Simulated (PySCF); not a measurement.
# Structure elucidation problem

Molecular formula: C7H12O2. Simulated spectra:

¹H NMR (500 MHz, computed): δ 6.48 (br s, 1H), 5.45 (br s, 1H), 4.90 (sept, 1H), 1.93 (s, 3H), 1.23 (d, 6H).

¹³C{¹H} NMR (computed): δ 156.8 (C), 133.0 (C), 122.9 (CH2), 67.4 (CH), 22.3 (CH3, 2C), 21.0 (CH3).

- GIAO KT3/pcSseg-1 shieldings
- PBE0-D3(BJ)/def2-SVP geometry
- run in PySCF 2.14
- no relativistic terms, single conformer, gas phase, rapidly exchanging positions averaged

Chemical shifts δ = σref − σ; ¹H and ¹³C vs TMS, all at this level.

Propose a structure and justify it.

## Answers


Rings plus π bonds: 2 (no ring in the answer). 6 carbon signals for 7 carbons: some carbons are equivalent by symmetry or fast rotation. Carbon types of the structure: 2 × C, 1 × CH, 1 × CH2, 3 × CH3, which accounts for all hydrogens. δC 156.8: ester carbonyl carbon; it is a carbonyl in resonance with an O or N lone pair, the region of acids, esters and amides. δC 133.0: α carbon of a C=C–C=O unit; the olefinic region. δC 122.9: β carbon of a C=C–C=O unit. δC 67.4: sp3 CH bonded to O; pulled downfield by the heteroatom. δC 22.3: methyl carbon; saturated and bonded to C and H only. δC 21.0: allylic methyl carbon; saturated and bonded to C and H only. δH 1.93: hydrogen on an allylic methyl carbon; allylic position.

These data were computed for isopropyl methacrylate (O=C(C(=C)C)OC(C)C).

The shifts were computed for this structure.

Shifts are as computed, not scaled to solution data. Of 1211 compounds with measured shifts, 218 miss one by over three times the rms of a fit or turn the order of signals round; such compounds aren't used in these exercises. No couplings were computed; multiplicities are counted from neighbouring protons, with m where these are inequivalent, close in shift, in a saturated or five-membered ring or joined by F or P, and br s for small geminal =CH2 splittings.
